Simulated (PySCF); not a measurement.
Sb(Me)3 (C₃H₉Sb), SMILES [CH3][Sb]([CH3])[CH3].

The structure is a stationary point at B3LYP-D3(BJ)/def2-SVP. The isomer is the one that the SMILES or the coordinates give; other isomers of the formula were not compared. The def2 effective core potentials stand for the cores of Sb; spin–orbit coupling is left out.

These are B3LYP-D3(BJ)/def2-SVP (PySCF) values and carry that method's errors.

Frequencies are harmonic and unscaled.

Modes within 1.5 cm⁻¹ of each other (mostly degenerate sets) share a row, with their intensities summed.

```csv
mode,ν (cm⁻¹),IR (km/mol),moving atoms (share of kinetic energy)
1,108,0.0,H 99 %
2–3,118,0.1,"H 89 %, C 9 %"
4–5,170,0.5,"C 53 %, H 43 %"
6,186,1.6,"C 51 %, H 32 %, Sb 17 %"
7,498,6.4,"C 74 %, H 17 %, Sb 9 %"
8–9,502,42.7,"C 71 %, H 18 %, Sb 12 %"
10,694,0.0,"H 88 %, C 12 %"
11–12,721,4.1,"H 87 %, C 12 %"
13–14,818,31.1,"H 80 %, C 20 %"
15,824,45.4,"H 78 %, C 20 %"
16–17,1210,1.1,"H 83 %, C 17 %"
18,1230,0.4,"H 83 %, C 17 %"
19,1428,0.0,H 95 %
20–21,1434,6.2,H 95 %
22–23,1440,16.1,H 95 %
24,1449,5.5,H 95 %
25,3035,12.8,H 98 %
26–27,3037,32.8,H 98 %
28–30,3145,17.8,"H 90 %, C 10 %"
31–33,3147,23.5,"H 90 %, C 10 %"
```
